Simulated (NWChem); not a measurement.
Program: NWChem. System: C2H4FNOSi, charge 0, spin multiplicity 1, at a geometry optimised with B3LYP/def2-SVP. The structure started from a generated list of species. Level: RHF/def2-SVP.

Job file:

```
start mol
memory heap 200 mb stack 800 mb global 1000 mb
geometry units angstroms nocenter noautoz noautosym
  N      1.823925     0.142136    -0.652098
  Si     0.316177    -0.153840     0.063161
  F      0.647554    -0.778317     1.520314
  C     -1.141109    -0.706518    -0.903389
  C     -1.680455     0.468349    -0.499795
  O     -0.805284     1.173188     0.295509
  H      1.915774     0.438959    -1.617370
  H      2.660038     0.313662    -0.103775
  H     -1.569589    -1.477768    -1.537619
  H     -2.656496     0.932309    -0.688605
end
basis spherical
  * library def2-svp
end
scf
  rhf
  nopen 0
  maxiter 100
  thresh 1e-7
  semidirect memsize 60000000 filesize 0
end
task scf energy
```

NWChem printed:

```
             Northwest Computational Chemistry Package (NWChem) 7.3.0
             --------------------------------------------------------

                                NWChem Input Module
                                -------------------

 Scaling coordinates for geometry "geometry" by  1.889725989
 (inverse scale =  0.529177249)

                             Geometry "geometry" -> ""
                             -------------------------

 Output coordinates in angstroms (scale by  1.889725989 to convert to a.u.)

  No.       Tag          Charge          X              Y              Z
 ---- ---------------- ---------- -------------- -------------- --------------
    1 N                    7.0000     1.82392500     0.14213600    -0.65209800
    2 Si                  14.0000     0.31617700    -0.15384000     0.06316100
    3 F                    9.0000     0.64755400    -0.77831700     1.52031400
    4 C                    6.0000    -1.14110900    -0.70651800    -0.90338900
    5 C                    6.0000    -1.68045500     0.46834900    -0.49979500
    6 O                    8.0000    -0.80528400     1.17318800     0.29550900
    7 H                    1.0000     1.91577400     0.43895900    -1.61737000
    8 H                    1.0000     2.66003800     0.31366200    -0.10377500
    9 H                    1.0000    -1.56958900    -1.47776800    -1.53761900
   10 H                    1.0000    -2.65649600     0.93230900    -0.68860500

 Effective nuclear repulsion energy (a.u.)     306.4620797633

            Nuclear Dipole moment (a.u.)
            ----------------------------
        X                 Y               Z
 ---------------- ---------------- ----------------
     0.0000188973    -0.0000170075    -0.0000132281


 Summary of "ao basis" -> "" (spherical)
 ------------------------------------------------------------------------------
       Tag                 Description            Shells   Functions and Types
 ---------------- ------------------------------  ------  ---------------------
 *                          def2-svp                  on all atoms

 Summary of "ao basis" -> "ao basis" (spherical)
 ------------------------------------------------------------------------------
       Tag                 Description            Shells   Functions and Types
 ---------------- ------------------------------  ------  ---------------------
 N                          def2-svp                 6       14   3s2p1d
 Si                         def2-svp                 8       18   4s3p1d
 F                          def2-svp                 6       14   3s2p1d
 C                          def2-svp                 6       14   3s2p1d
 O                          def2-svp                 6       14   3s2p1d
 H                          def2-svp                 3        5   2s1p

                                 NWChem SCF Module
                                 -----------------

  ao basis        = "ao basis"
  functions       =   108
  atoms           =    10
  closed shells   =    27
  open shells     =     0
  charge          =   0.00
  wavefunction    = RHF
  use symmetry    = F
  symmetry adapt  = F

 Summary of "ao basis" -> "ao basis" (spherical)
 ------------------------------------------------------------------------------
       Tag                 Description            Shells   Functions and Types
 ---------------- ------------------------------  ------  ---------------------
 N                          def2-svp                 6       14   3s2p1d
 Si                         def2-svp                 8       18   4s3p1d
 F                          def2-svp                 6       14   3s2p1d
 C                          def2-svp                 6       14   3s2p1d
 O                          def2-svp                 6       14   3s2p1d
 H                          def2-svp                 3        5   2s1p

 Forming initial guess at       0.1s

      Superposition of Atomic Density Guess
      -------------------------------------

 Sum of atomic energies:        -594.21312826

      Non-variational initial energy
      ------------------------------

 Total energy =    -597.020714
 1-e energy   =   -1428.619503
 2-e energy   =     525.136709
 HOMO         =      -0.295580
 LUMO         =       0.011909

 Starting SCF solution at       1.4s

 ----------------------------------------------
         Quadratically convergent ROHF

 Convergence threshold     :          1.000E-07
 Maximum no. of iterations :          100
 Final Fock-matrix accuracy:          1.000E-09
 ----------------------------------------------

              iter       energy          gnorm     gmax       time
             ----- ------------------- --------- --------- --------
                 1     -595.3983488737  1.32D+00  1.60D-01      1.6
                 2     -595.4914076516  3.79D-01  4.95D-02      1.8
                 3     -595.5038796127  2.31D-02  5.85D-03      2.2
                 4     -595.5039473901  5.15D-04  1.60D-04      2.8
                 5     -595.5039474382  2.39D-07  4.21D-08      3.8
                 6     -595.5039474382  6.04D-09  9.35D-10      4.3

       Final RHF  results
       ------------------

         Total SCF energy =   -595.503947438167
      One-electron energy =  -1432.231822004538
      Two-electron energy =    530.265794803035
 Nuclear repulsion energy =    306.462079763336

        Time for solution =      2.9s

             Final eigenvalues
             -----------------

              1
    1  -68.8466
    2  -26.2755
    3  -20.5558
    4  -15.5617
    5  -11.3297
    6  -11.2196
    7   -6.2021
    8   -4.3151
    9   -4.3138
   10   -4.3127
   11   -1.5527
   12   -1.3706
   13   -1.1412
   14   -1.0098
   15   -0.8137
   16   -0.7329
   17   -0.6953
   18   -0.6808
   19   -0.6709
   20   -0.6603
   21   -0.6230
   22   -0.6025
   23   -0.5729
   24   -0.5189
   25   -0.4761
   26   -0.4386
   27   -0.3573
   28    0.1372
   29    0.1654
   30    0.2073
   31    0.2232
   32    0.2390
   33    0.2423
   34    0.2632
   35    0.2969
   36    0.3440
   37    0.3700

                       ROHF Final Molecular Orbital Analysis
                       -------------------------------------

 Vector   25  Occ=2.000000D+00  E=-4.760904D-01
              MO Center= -5.3D-01, -3.2D-01, -5.6D-01, r^2= 2.8D+00
   Bfn.  Coefficient  Atom+Function         Bfn.  Coefficient  Atom+Function
  ----- ------------  ---------------      ----- ------------  ---------------
    50      0.356587   4 C  px               53      0.224707   4 C  px
    17      0.184855   2 Si s                49      0.177220   4 C  s
    22     -0.176123   2 Si px              104      0.168884  10 H  s
     4     -0.168025   1 N  px               64     -0.150417   5 C  px

 Vector   26  Occ=2.000000D+00  E=-4.385698D-01
              MO Center=  1.4D+00,  8.2D-02, -5.8D-01, r^2= 2.0D+00
   Bfn.  Coefficient  Atom+Function         Bfn.  Coefficient  Atom+Function
  ----- ------------  ---------------      ----- ------------  ---------------
     5      0.506015   1 N  py                8     -0.449401   1 N  py

 Vector   27  Occ=2.000000D+00  E=-3.573191D-01
              MO Center= -1.1D+00, -2.1D-02, -5.4D-01, r^2= 2.0D+00
   Bfn.  Coefficient  Atom+Function         Bfn.  Coefficient  Atom+Function
  ----- ------------  ---------------      ----- ------------  ---------------
    52      0.317892   4 C  pz               55      0.291188   4 C  pz
    80     -0.268291   6 O  pz               83     -0.252526   6 O  pz
    66      0.219805   5 C  pz               51     -0.177377   4 C  py
    54     -0.171254   4 C  py               50     -0.151534   4 C  px

 Vector   28  Occ=0.000000D+00  E= 1.371733D-01
              MO Center= -9.0D-01,  8.3D-02, -5.7D-01, r^2= 3.8D+00
   Bfn.  Coefficient  Atom+Function         Bfn.  Coefficient  Atom+Function
  ----- ------------  ---------------      ----- ------------  ---------------
    69     -0.574614   5 C  pz                3      0.556583   1 N  s
    27      0.403757   2 Si pz               55      0.382964   4 C  pz
    66     -0.332554   5 C  pz               95     -0.305915   8 H  s
    68      0.295120   5 C  py               67      0.282123   5 C  px
    54     -0.237286   4 C  py               26     -0.229928   2 Si py

 Vector   29  Occ=0.000000D+00  E= 1.654375D-01
              MO Center=  1.5D+00,  1.6D-01, -6.2D-01, r^2= 6.0D+00
   Bfn.  Coefficient  Atom+Function         Bfn.  Coefficient  Atom+Function
  ----- ------------  ---------------      ----- ------------  ---------------
     3      1.388129   1 N  s                18     -1.057052   2 Si s
    90     -0.853181   7 H  s                95     -0.777523   8 H  s
    49      0.520313   4 C  s               105      0.395680  10 H  s
    63     -0.364830   5 C  s                35      0.265896   3 F  s
    69      0.206016   5 C  pz               53      0.181749   4 C  px

 Vector   30  Occ=0.000000D+00  E= 2.072562D-01
              MO Center= -2.4D+00,  4.2D-01, -9.8D-01, r^2= 5.6D+00
   Bfn.  Coefficient  Atom+Function         Bfn.  Coefficient  Atom+Function
  ----- ------------  ---------------      ----- ------------  ---------------
   105      1.999014  10 H  s                63     -1.332739   5 C  s
   100      1.003534   9 H  s                67      0.882252   5 C  px
    49     -0.692942   4 C  s                54      0.308530   4 C  py
    68     -0.283729   5 C  py               90      0.280450   7 H  s
    55      0.255310   4 C  pz                3     -0.246033   1 N  s

 center of mass
 --------------
 x =   0.00543410 y =  -0.01771975 z =   0.09771047

 moments of inertia (a.u.)
 ------------------
         413.689739307489          73.757073866880         -78.954180949701
          73.757073866880         739.388011465381          45.385596898401
         -78.954180949701          45.385596898401         657.464155852479

  Mulliken analysis of the total density
  --------------------------------------

    Atom       Charge   Shell Charges
 -----------   ------   -------------------------------------------------------
    1 N    7     7.54   1.99  0.93  0.50  2.43  1.68  0.01
    2 Si  14    12.65   2.00  1.99  0.80 -0.00  5.94  1.04  0.34  0.54
    3 F    9     9.47   1.99  1.11  0.83  3.34  2.19  0.01
    4 C    6     6.52   1.99  0.85  0.47  2.03  1.15  0.03
    5 C    6     5.64   1.99  0.90  0.19  1.89  0.59  0.09
    6 O    8     8.65   1.99  1.06  0.80  2.83  1.96  0.02
    7 H    1     0.83   0.70  0.09  0.05
    8 H    1     0.83   0.69  0.09  0.05
    9 H    1     0.93   0.73  0.17  0.03
   10 H    1     0.93   0.75  0.15  0.02

       Multipole analysis of the density wrt the origin
       ------------------------------------------------

     L   x y z        total         open         nuclear
     -   - - -        -----         ----         -------
     0   0 0 0     -0.000000      0.000000     54.000000

     1   1 0 0      0.282221      0.000000      0.000019
     1   0 1 0      0.046052      0.000000     -0.000017
     1   0 0 1     -1.074598      0.000000     -0.000013

     2   2 0 0    -24.080010      0.000000    280.939868
     2   1 1 0      1.584341      0.000000    -33.307703
     2   1 0 1      0.126141      0.000000     39.293101
     2   0 2 0    -32.369340      0.000000     87.815642
     2   0 1 1     -0.018810      0.000000    -19.098339
     2   0 0 2    -31.244366      0.000000    129.964650

 Task  times  cpu:        4.3s     wall:        4.3s

 Total times  cpu:        4.3s     wall:        4.3s
```
